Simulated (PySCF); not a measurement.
H4GeO4, singlet, geometry from GFN2-xTB. Base run: SVWN5/3-21G in PySCF.

Geometry (Å):
```xyz
9

O      0.4452     1.3857    -0.9193
Ge     0.0000     0.0000     0.0000
O     -1.1360     0.3251     1.2519
O     -0.7393    -1.1152    -1.0832
O      1.4302    -0.5956     0.7506
H     -0.1849     1.6657    -1.5803
H     -0.7789     0.7211     2.0444
H     -1.2557    -1.8085    -0.6771
H      2.2195    -0.5783     0.2131
```
All else is at PySCF's defaults.
Base energy -2363.41304 Eh.

The base run was repeated with changes; each row names its change, and settings that it needs were set with it.

| change | ΔE vs base (µEh) | SCF cycles |
|---|---|---|
| base | 0.0 | 9 |
| init_guess = mod_huckel | 0.0 | 8 |
| init_guess = atom | 0.0 | 9 |
| conv_tol = 1e-12 | 0.0 | 12 |
| DIIS = ADIIS | 0.0 | 14 |
| conv_tol_grad = 1e-7 | 0.0 | 11 |
| solver = newton | 0.0 | - |
| level_shift = 0.5 (with mf.max_cycle = 100) | 0.0 | 14 |
| init_guess = vsap | 0.0 | 10 |
| damp = 0.5; diis_start_cycle = 5 | 0.0 | 9 |
| diis_space = 4 | 0.0 | 9 |
| level_shift = 0.1 (with mf.max_cycle = 100) | 0.0 | 9 |
| conv_tol = 1e-11 | 0.0 | 10 |
